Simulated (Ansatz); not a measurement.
Reaction (ligand exchange at the Si–O bond): `[CH3][AlH][O][SiH3]` + `OCO` → `OCO[SiH3]` + `[CH3][AlH][OH]`

Program: Ansatz. Geometries: PBE0-D4/def2-TZVP. ΔE: electronic, gas phase. CCSD(T)/CBS adds triple-zeta CCSD(T) − MP2 to the extrapolated MP2 energy (def2 sets, frozen cores). This one scheme is used for every species. DFT in def2-TZVPP. B3LYP here is the variant with VWN-RPA as its local correlation; programs differ in this. One conformer a species, not always the lowest.

```tsv
level	ΔE (kJ/mol)	difference from CCSD(T)/CBS
PBE-D4	29.5	-4.0
r2SCAN-D4	32.2	-1.3
B3LYP-D4	33.5	0.0
ωB97M-V	32.5	-1.0
r2SCAN	32.1	-1.4
PBE0	33.0	-0.5
SCS-MP2/def2-TZVPP	34.5	1.0
CCSD/def2-TZVPP	35.3	1.8
HF/CBS(def2)	41.8	8.3
CCSD/CBS(def2)	34.9	1.4
CCSD(T)/CBS	33.5	0
```

Largest T1 diagnostic among the species: 0.011.

From PBE to PBE0 (25 % exact exchange), in def2-TZVPP and without D4, ΔE moves by +3.5 kJ/mol. In def2-TZVPP, CCSD(T) changes the Hartree–Fock value by −7.4 kJ/mol (the triples alone add −1.4 kJ/mol) and MP2 by −8.2 kJ/mol.
